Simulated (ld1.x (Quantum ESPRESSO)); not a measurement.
**promethium (Pm): TM pseudisation with LDA (PZ), scalar-relativistic reference atom.**

ld1.x (Quantum ESPRESSO) 7.5 input, shortened:

```
&input
   title='Pm', zed=61., rel=1, dft='PZ', iswitch=3,
   config='[Xe] 4f5 5d0 6s1 6p0'
 /
 &inputp
   pseudotype=2, tm=.true., lloc=-1, rcloc=2.05,
   nlcc=.false.
 /
4
5S  1  0   2.00   0.00  2.55  2.55  0.0
5P  2  1   6.00   0.00  1.70  1.70  0.0
5D  3  2   0.00   0.00  2.60  2.60  0.0
4F  4  3   5.00   0.00  1.15  1.15  0.0
 &test
   configts(1)='4f5 5s2 5p6 5d0 6s1 6p0'
 /
```

Occupied shells without a wave of their own: 6s. They enter only through the test configuration that unscreens the potential.

All-electron outer shells of the reference configuration (LDA (PZ), scalar-relativistic, ld1.x):

| shell | level (eV) | outermost node (bohr) | outermost maximum (bohr) |
| --- | --- | --- | --- |
| 4p | -242.23 | 0.31 | 0.58 |
| 4d | -128.71 | 0.29 | 0.60 |
| 5s | -48.13 | 0.70 | 1.29 |
| 5p | -28.88 | 0.75 | 1.46 |
| 6s | -8.57 | 1.72 | 3.45 |
| 4f | -8.42 | – | 0.64 |
| 5d | -7.50 | 0.86 | 2.15 |
| 6p | -5.42 | 2.06 | 4.38 |

Question: Does the generator finish with these settings?

Answer: Yes, a potential is produced.

Question: Estimate the cutoffs (Ry, on a coarse ladder) from which the occupation-weighted sum of valence levels, in a spherical-Bessel basis at the reference potential, stays within 10 and 1 mRy of its value at 400 Ry.

Answer: 260 Ry and 300 Ry.

Question: What does a ghost test show?

Answer: No extra level below or beside the all-electron valence levels (s, p, d, f tested).

Question: Which valence shell sets the plane-wave cutoff?

Answer: 4f: its level needs 260 Ry to come within 1 mRy, against 55 Ry for 5p.

Its largest configuration-test error is -1809 meV (4f4 5s2 5p6 5d0 6s0 6p0), which is poor. 2 of 9 tests not solved or not reliable. Not counted: 4f5 5s2 5p6 5d0 6s2 6p0 (spin-polarised) (solver errors, printed error -1772 eV).
